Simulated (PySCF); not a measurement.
Coordinates in bohr (charge 0 multiplicity 3):
```
Nb    0.1640    0.0000    0.0000
Br    4.7699    0.0000    0.0000
Br   -2.4816    3.8146    0.0000
Br   -2.4816   -3.8146    0.0000
```

All numbers come from PySCF, UB3LYP, basis Nb def2-SVP with ECP28, Br def2-SVP (scalar-relativistic core potentials, no spin–orbit coupling, density fitting).

This geometry of NbBr3 is a stationary point at this level.

What is the point group?

C2v.

Is it a minimum?

Yes: all harmonic wavenumbers are real, though the softest, 33 cm⁻¹, leaves little margin.

Which band is strongest in the infrared?

274 cm⁻¹ (b2), 114 km/mol.

Give the atomic charges and bond orders.


```json
{"atom": "Nb1", "Mulliken": "0.57", "Löwdin": "-0.54", "polar tensor": "1.71", "spin (Mulliken)": "2.05", "Mayer order to Nb1": "–"}
{"atom": "Br2", "Mulliken": "-0.18", "Löwdin": "0.20", "polar tensor": "-0.55", "spin (Mulliken)": "-0.06", "Mayer order to Nb1": "1.34"}
{"atom": "Br3,4", "Mulliken": "-0.19", "Löwdin": "0.17", "polar tensor": "-0.58", "spin (Mulliken)": "0.00", "Mayer order to Nb1": "1.30"}
```

This need not be the most stable arrangement of these atoms. With open d or f shells other occupations or spin states may lie lower.
